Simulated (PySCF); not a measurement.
C3H6INO.
Atom-mapped SMILES: `[NH2:1][C:2](=[O:3])[CH2:4][CH2:5][I:6]` (hydrogens: H7, H8 on N1; H9, H10 on C4; H11, H12 on C5)

Computed by this run: PBE0-D3(BJ)/def2-SVP geometry optimisation, gas phase, def2 core potentials past Kr (PySCF 2.14.0); density fitting, grid level 1; the optimiser is geomeTRIC in internal coordinates, started from a GFN2-xTB structure with every atom displaced at random (about 0.01 Å).

Step 1: E = -14835.3153 eV
```
atom  x, y, z in Å  |  force x, y, z in eV/Å
N1      2.0362    0.5438   -0.2700    0.192  -0.140   0.631
C2      0.7695    0.2660   -0.6534   -0.307   0.071  -0.118
O3      0.3855    0.3959   -1.7968   -0.049  -0.017  -0.063
C4     -0.1552   -0.2097    0.4651    0.117  -0.130  -0.037
C5     -1.5914   -0.2490    0.0001   -0.029  -0.060  -0.118
I6     -2.8998   -1.0256    1.5297    0.003   0.007   0.003
H7      2.3576    0.3436    0.6727   -0.043   0.109  -0.277
H8      2.7118    0.8158   -0.9673    0.062   0.017  -0.141
H9      0.1864   -1.2131    0.7828   -0.071   0.085   0.002
H10    -0.0557    0.4491    1.3430    0.055  -0.014   0.004
H11    -1.7380   -0.8925   -0.8799    0.094   0.088   0.124
H12    -1.9671    0.7537   -0.2360   -0.024  -0.015  -0.011
```

Step 2: E = -14835.3178 eV
```
atom  x, y, z in Å  |  force x, y, z in eV/Å
N1      2.0326    0.5353   -0.2581    0.142   0.073  -0.281
C2      0.7605    0.2731   -0.6528   -0.196  -0.122   0.211
O3      0.3645    0.3987   -1.7934    0.218   0.062   0.047
C4     -0.1547   -0.2081    0.4668   -0.005  -0.006   0.003
C5     -1.5884   -0.2463   -0.0014   -0.045  -0.003   0.017
I6     -2.9020   -1.0301    1.5197   -0.002   0.002   0.000
H7      2.3793    0.3615    0.6744   -0.145  -0.017   0.009
H8      2.7004    0.7948   -0.9724    0.017   0.017  -0.014
H9      0.1800   -1.2117    0.7814   -0.006   0.010  -0.001
H10    -0.0459    0.4462    1.3470    0.013  -0.006   0.008
H11    -1.7167   -0.8887   -0.8794    0.014   0.000   0.006
H12    -1.9699    0.7531   -0.2417   -0.005  -0.010  -0.004
```

Step 3: E = -14835.3204 eV
```
atom  x, y, z in Å  |  force x, y, z in eV/Å
N1      2.0366    0.5368   -0.2667   -0.012   0.008  -0.096
C2      0.7575    0.2744   -0.6443    0.218   0.006  -0.096
O3      0.3838    0.4078   -1.7911   -0.136  -0.025   0.046
C4     -0.1581   -0.2091    0.4732    0.003   0.076  -0.033
C5     -1.5907   -0.2464    0.0013   -0.026   0.030   0.064
I6     -2.9102   -1.0333    1.5153    0.005   0.001  -0.007
H7      2.3741    0.3676    0.6665    0.019  -0.016   0.130
H8      2.7033    0.7885   -0.9875   -0.080  -0.009   0.054
H9      0.1718   -1.2131    0.7864    0.029  -0.029  -0.006
H10    -0.0454    0.4419    1.3553   -0.005   0.004   0.001
H11    -1.7079   -0.8884   -0.8760   -0.024  -0.043  -0.057
H12    -1.9749    0.7511   -0.2423    0.007  -0.002   0.000
```

Task: Estimate the geometry and energy of step 4. (The exact step hangs on the optimiser's Hessian estimate; all steps are aligned on step 3, rigid shifts and turns removed.)

Result: E = -14835.3216 eV, largest force 0.063 eV/Å
```
atom  x, y, z in Å  |  force x, y, z in eV/Å
N1      2.0356    0.5376   -0.2665   -0.036  -0.044   0.028
C2      0.7616    0.2709   -0.6525   -0.027   0.034  -0.025
O3      0.3736    0.4026   -1.7945    0.025  -0.004  -0.013
C4     -0.1535   -0.2087    0.4670   -0.007  -0.006   0.004
C5     -1.5895   -0.2461    0.0014    0.008  -0.003   0.010
I6     -2.9026   -1.0286    1.5225    0.002   0.000   0.002
H7      2.3508    0.3604    0.6758    0.048   0.028  -0.016
H8      2.7109    0.7962   -0.9740   -0.009   0.003   0.005
H9      0.1799   -1.2128    0.7800   -0.005  -0.005   0.003
H10    -0.0392    0.4439    1.3478   -0.004  -0.002   0.004
H11    -1.7155   -0.8896   -0.8761    0.003  -0.001   0.001
H12    -1.9723    0.7521   -0.2408    0.003  -0.001  -0.002
```

The energy changes by -0.0012 eV. The first-order estimate −F·Δx gives -0.0047 eV and the mean of the old and new forces, exact on a quadratic surface, -0.0014 eV. The step makes an angle of 72° with the force vector and moves no atom by more than 0.026 Å.

The cost below is that of the whole optimisation. Time: 49 s of wall time; peak memory 0.54 GiB. Hardware: one thread, Intel Xeon Platinum 8488C (x86_64), no GPU (shared host).
